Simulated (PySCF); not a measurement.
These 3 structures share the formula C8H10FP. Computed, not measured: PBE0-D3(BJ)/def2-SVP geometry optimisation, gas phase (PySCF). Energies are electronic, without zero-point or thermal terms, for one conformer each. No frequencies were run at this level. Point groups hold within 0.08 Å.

**Question.** Order them by energy at this level, lowest first, and give relative energies in kJ/mol.
A. `[CH3:1][P:2]([CH3:3])[c:4]1[cH:5][cH:6][c:7]([F:8])[cH:9][cH:10]1` with C1–P2–C4–C5 -130°
B. `[CH3:1][CH2:2][PH:3][c:4]1[cH:5][cH:6][c:7]([F:8])[cH:9][cH:10]1` with C1–C2–P3–C4 -172°, C2–P3–C4–C5 78°
C. `[CH3:1][CH:2]([CH3:3])[c:4]1[cH:5][cH:6][cH:7][c:8]([F:9])[p:10]1` with C1–C2–C4–C5 -114°

**Answer.** A (0.0), B (19.6), C (39.2).

```tsv
SMILES	E (Eh)	E rel (kJ/mol)	dipole (D)	point group	A, B, C (MHz)
CP(C)c1ccc(F)cc1	-751.08745	0.0	1.41	–	2835, 583.9, 555.2
CCPc1ccc(F)cc1	-751.07998	19.6	1.35	C1	3279, 499.4, 479.3
CC(C)c1cccc(F)p1	-751.07253	39.2	2.60	near Cs	2072, 786.1, 649.4
```

**Question.** How do the relative energies change in single points at PBE0/pcSseg-1 (no added dispersion term) on the same geometries?

**Answer.** 
```csv
SMILES,PBE0-D3(BJ)/def2-SVP (kJ/mol),PBE0/pcSseg-1 (kJ/mol),shift
CP(C)c1ccc(F)cc1,0.0,0.0,0.0
CCPc1ccc(F)cc1,19.6,20.8,+1.2
CC(C)c1cccc(F)p1,39.2,39.3,+0.1
```

Each column counts from its own lowest isomer. The order is unchanged; the largest shift is 1.2 kJ/mol.

**Question.** As an exercise, what shares would exp(−E/RT) give at 2000 K from these electronic energies alone (no entropy, no degeneracies)?

**Answer.** RT = 16.629 kJ/mol: CP(C)c1ccc(F)cc1 71.3 %, CCPc1ccc(F)cc1 21.9 %, CC(C)c1cccc(F)p1 6.8 %.
